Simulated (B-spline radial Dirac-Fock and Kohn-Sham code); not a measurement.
Core-hole lifetimes of Eu²⁺

System: europium as Eu²⁺, configuration [Xe] 4f7, inside a Watson sphere of charge -2 and radius 1.6 Å (a model of the Madelung potential; inside it an electron's potential energy is raised by 18.0 eV).

Input of the calculation (task.json; shells as n, l, electrons):

```json
{"items": [{
  "Z": 63,
  "q": 2,
  "cfg": [[1, 0, 2], [2, 0, 2], [2, 1, 6], [3, 0, 2], [3, 1, 6], [3, 2, 10], [4, 0, 2], [4, 1, 6], [4, 2, 10], [4, 3, 7], [5, 0, 2], [5, 1, 6]],
  "A": 153,
  "rrms": 5.1115,
  "watson": [-2, 1.6],
  "do": ["binding", "quiet", "decay"],
  "holes": ["K", "L1", "L2", "L3", "M1", "M2", "M3", "M4", "M5", "N1", "N2", "N3", "N4", "N5"]
}]}
```

Command: `python xray_run.py task.json out`

Method: independent-particle radiative and Coulomb Auger rates from relativistic LDA hole-state orbitals, with Dirac-Fock energies. Computed with a radial atomic solver.

Partial widths are in eV. Coster-Kronig decay leaves a hole in the same principal shell; its rates are the weakest part of the model, often 1.5 to 2.5 times too large and more for N holes. Holes without an open Auger channel, or with an unreliable SCF state, are not listed.

| hole | radiative | Auger | Coster-Kronig | total | fluorescence yield | lifetime (fs) |
| --- | --- | --- | --- | --- | --- | --- |
| K (1s) | 19.1 | 1.38 | 0 | 20.5 | 0.933 | 0.0322 |
| L1 (2s) | 0.370 | 1.71 | 2.51 | 4.59 | 0.0806 | 0.143 |
| L2 (2p1/2) | 0.620 | 2.57 | 0.620 | 3.81 | 0.163 | 0.173 |
| L3 (2p3/2) | 0.574 | 3.06 | 0 | 3.63 | 0.158 | 0.181 |
| M1 (3s) | 0.0119 | 0.685 | 14.2 | 14.9 | 0.000796 | 0.0441 |
| M2 (3p1/2) | 0.0120 | 0.764 | 7.13 | 7.91 | 0.00151 | 0.0832 |
| M3 (3p3/2) | 0.0122 | 0.845 | 7.13 | 7.99 | 0.00153 | 0.0824 |
| M4 (3d3/2) | 0.00619 | 0.957 | 0.223 | 1.19 | 0.00522 | 0.555 |
| M5 (3d5/2) | 0.00586 | 0.979 | 0 | 0.985 | 0.00595 | 0.668 |
| N1 (4s) | 0.000349 | 0.0751 | 10.3 | 10.4 | 3.35e-05 | 0.0631 |
| N2 (4p1/2) | 0.000683 | 0.0760 | 7.45 | 7.53 | 9.08e-05 | 0.0875 |
| N3 (4p3/2) | 0.000493 | 0.0806 | 6.75 | 6.83 | 7.21e-05 | 0.0963 |
| N4 (4d3/2) | 0.000296 | 0.0682 | 2.02 | 2.09 | 0.000142 | 0.315 |
| N5 (4d5/2) | 0.000273 | 0.0736 | 2.00 | 2.07 | 0.000132 | 0.318 |
